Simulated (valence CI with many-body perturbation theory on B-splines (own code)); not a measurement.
Ag14+: key properties

Calculated by valence CI with perturbative core correlation (CI+MBPT): five valence electrons over a frozen Dirac-Fock core [Ar] 3d10, radial functions for each j: 11 s, 11 p, 10 d, 8 f, 5 g, 2 h, with the one-electron correlation potential Σ1 (screened to all orders), the two-electron term Σ2, the three-electron term Σ3, Breit, model QED; selected single and double excitations, second order for the rest (own B-spline code, finite nucleus).

No measured spectrum was set against this ion. As an estimate, levels hold to about 250 cm⁻¹ or 0.2 % of their energy and the worst to 1 %, as in measured heavy ions of charge 2 to 7; those with d or f electrons hold less well. Among the levels kept, up to 2000 cm⁻¹ of a level comes from second order outside the variational space, and about a tenth of that is noise between levels of different J, which matters for small intervals.

Names give the largest LS component (configuration and term), which can be under half, so a name can repeat, a term be missing and a line seem to break the LS rules; names also repeat where a configuration has a term twice.

Rates and lifetimes use the calculated energies. Strong lines usually hold to 10 to 20 %, long lifetimes can be off by a factor of two.

Problem. What is the ground level?

Solution. 4s2 4p3 4S°_3/2, composition 61 % 4s2 4p3 4S° + 25 % 4s2 4p3 2P° + 12 % 4s2 4p3 2D°, g = 1.685.

Problem. What is the ionisation energy?

Solution. 348.88 eV; NIST lists 347 ± 3 eV (theoretical).

Problem. Among levels below 147.95 eV, which E1 lines absorb most strongly from the ground level?

Solution. to 4s2 4p2 4d 4P_5/2 at 16.71 nm, f = 0.989; to 4s2 4p2 4d 4P_3/2 at 16.56 nm, f = 0.616; to 4s2 4p2 4d 4P_1/2 at 16.54 nm, f = 0.310.

Problem. How well does LS coupling describe the low levels?

Solution. Among the lowest 20 levels the leading LS term, summed over configurations, holds 74 % on average. For single configurations the figures are 68 % in LS and 71 % in jj coupling. Terms mix most in the J = 1/2 level at 56.45 eV, where the leading one holds 49 %.

Problem. Where does the other parity begin?

Solution. At 4s 4p4 4P_5/2, 40.58 eV.
